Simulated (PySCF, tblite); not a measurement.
Compound: C4H12O2Si2.
Structure used (GFN2-xTB), in Å, numbered top down from 1:
```xyz
20
C4H12O2Si2 angstrom
O      0.1256    3.1756   -0.4653
C     -0.7308    2.4815    0.0374
Si    -1.2156    0.6859   -0.4816
C     -0.1511   -0.5952    0.4653
Si    -1.1266   -2.1859    0.8406
C      1.1459   -0.9319   -0.2667
C      1.8176    0.3405   -0.7665
O      0.9089    0.9563   -1.6514
H     -1.3005    2.9017    0.8917
H     -2.5353    0.6225    0.1995
H     -1.4887    0.4954   -1.8984
H      0.1196   -0.1408    1.4259
H     -0.2458   -3.1290    1.5398
H     -2.2730   -1.8842    1.6958
H     -1.5693   -2.7828   -0.4191
H      1.8314   -1.4805    0.3826
H      0.9267   -1.5548   -1.1359
H      2.7511    0.1128   -1.2978
H      2.0479    0.9983    0.0796
H      0.9569    1.9253   -1.5651
```

Theory: PBE0/pcSseg-1 in PySCF (dipole) on a GFN2-xTB geometry, gas phase.

Masses are those of the commonest isotopes; rigid-rotor values at the optimised geometry. The values belong to one conformer with, in the numbering `[O:1]=[CH:2][SiH2:3][C@@H:4]([SiH3:5])[CH2:6][CH2:7][OH:8]`, O1–C2–Si3–C4 89°, C2–Si3–C4–Si5 146°, Si3–C4–C6–C7 45°, C4–C6–C7–O8 -60°, C6–C7–O8–H 144°.

**Question.** Give the principal moments of inertia and the rotational constants in cm⁻¹.

**Answer.** Ia = 231.22, Ib = 532.89, Ic = 681.15 u·Å²; 505379 MHz·u·Å²/I gives 2186, 948.4 and 742.0 MHz, that is A = 0.07291, B = 0.03163, C = 0.02475 cm⁻¹.

**Question.** What kind of rotor is it?

**Answer.** An asymmetric top; Ray's κ = -0.714.

**Question.** What does the inertial defect say?

**Answer.** Not planar: Δ = Ic − Ia − Ib = -82.96 u·Å². For a rigid frame Δ = −2 Σ m c², so Σ m c² = 41.48 u·Å² lies off the ab plane: 13.71 from hydrogen and 27.77 from heavier atoms. The atom farthest from that plane is 1.97 Å away.

**Question.** List the rotational levels J(Ka,Kc) to J = 5 (MHz).

**Answer.** Above 0(0,0):
J = 1: 1(0,1) 1690, 1(1,1) 2928, 1(1,0) 3134
J = 2: 2(0,2) 5047, 2(1,2) 6102, 2(1,1) 6721, 2(2,1) 10433, 2(2,0) 10457
J = 3: 3(0,3) 10025, 3(1,3) 10849, 3(1,2) 12086, 3(2,2) 15504, 3(2,1) 15621, 3(3,1) 22221, 3(3,0) 22222
J = 4: 4(0,4) 16566, 4(1,4) 17155, 4(1,3) 19207, 4(2,3) 22247, 4(2,2) 22584, 4(3,2) 29025, 4(3,1) 29037, 4(4,1) 38370, 4(4,0) 38370
J = 5: 5(0,5) 24615, 5(1,5) 25003, 5(1,4) 28052, 5(2,4) 30646, 5(2,3) 31385, 5(3,3) 37542, 5(3,2) 37589, 5(4,2) 46874, 5(4,1) 46875, 5(5,1) 58890, 5(5,0) 58890

**Question.** Which lines would a microwave search look for?

**Answer.** The dipole components are |μa| = 0.78 D, |μb| = 0.78 D, |μc| = 1.44 D. The squared components, which scale the intensities, stand as 0.29 : 0.29 : 1.00 (a : b : c). Some lines, for components of 0.1 D or more:

| type | branch | J(Ka,Kc) | MHz | lower level (cm⁻¹) |
| --- | --- | --- | --- | --- |
| a | Q | 2(1,1) ← 2(1,2) | 619 | 0.204 |
| c | Q | 2(1,2) ← 2(0,2) | 1055 | 0.168 |
| c | Q | 1(1,1) ← 1(0,1) | 1237 | 0.056 |
| b | Q | 1(1,0) ← 1(0,1) | 1444 | 0.056 |
| b | Q | 2(1,1) ← 2(0,2) | 1674 | 0.168 |
| a | R | 1(0,1) ← 0(0,0) | 1690 | 0.000 |
| b | R | 2(0,2) ← 1(1,1) | 2120 | 0.098 |
| b | R | 1(1,1) ← 0(0,0) | 2928 | 0.000 |
| c | R | 1(1,0) ← 0(0,0) | 3134 | 0.000 |
| a | R | 2(1,2) ← 1(1,1) | 3174 | 0.098 |
| a | R | 2(0,2) ← 1(0,1) | 3357 | 0.056 |
| a | R | 2(1,1) ← 1(1,0) | 3587 | 0.105 |
| c | Q | 2(2,1) ← 2(1,1) | 3712 | 0.224 |
| b | Q | 2(2,0) ← 2(1,1) | 3736 | 0.224 |
| b | Q | 2(2,1) ← 2(1,2) | 4331 | 0.204 |
| b | R | 2(1,2) ← 1(0,1) | 4412 | 0.056 |
| c | R | 2(1,1) ← 1(0,1) | 5031 | 0.056 |
| b | R | 2(2,1) ← 1(1,0) | 7299 | 0.105 |
| c | R | 2(2,0) ← 1(1,0) | 7323 | 0.105 |
| c | R | 2(2,1) ← 1(1,1) | 7505 | 0.098 |
| b | R | 2(2,0) ← 1(1,1) | 7529 | 0.098 |

**Question.** Estimate the classical rotational partition function at 50 K, 100 K and 500 K.

**Answer.** Point group C1, symmetry number σ = 1; q = (√π/σ)·√((kT/h)³/(ABC)), k/h = 20836.6 MHz/K: 48100 at 50 K, 136000 at 100 K, 1520000 at 500 K.

Its GFN2-xTB frequencies are all real (lowest 46 cm⁻¹). No vibrational averaging or centrifugal distortion is included, and the geometry carries the error of its method. A rigid rotor knows nothing of internal rotation, which can split or shift real lines.
